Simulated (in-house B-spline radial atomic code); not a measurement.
The numbers below are computed, except where a source is named.
## C6 from the polarisability at imaginary frequency: Cu⁺

wB97X linear response of the closed shell [Ar] 3d10, from a B-spline radial code for spherical atoms; scalar-relativistic (spin-free one-electron X2C), finite nucleus, no spin-orbit coupling.

The dispersion coefficient of two like species is C6 = (3/π) ∫ α(iu)² du from 0 to ∞.

```csv
u (hartree),α(iu) (bohr³)
0,7.645
0.0849,7.326
0.198,6.295
0.339,5.006
0.566,3.638
0.849,2.676
1.27,1.881
1.98,1.202
2.83,0.7994
4.24,0.4785
7.07,0.2315
14.1,0.07716
```

(1) Fit one oscillator, α(iu) = α(0)/(1 + u²/ω²), through u = 0.198 and estimate C6.

(2) How does that compare with the full integral?

Answers

(1) From α(0)/α(iu) − 1 = 7.645/6.295 − 1 = 0.2145, ω = u/√0.2145 = 0.4276 hartree (11.6 eV). London's formula gives C6 = (3/4) α(0)² ω = 0.75 × 7.645² × 0.4276 = 18.74 hartree·bohr⁶, and the oscillator holds f = α(0) ω² = 1.40 electrons, of a sum of oscillator strengths of 27.9.

(2) The program's quadrature over all excitations gives C6 = 25.92, so the single oscillator is off by -27.7 %. At the last point the fit gives α = 0.00702 against 0.0772: higher excitations, and deeper shells where there are any, keep the true curve higher at large u.
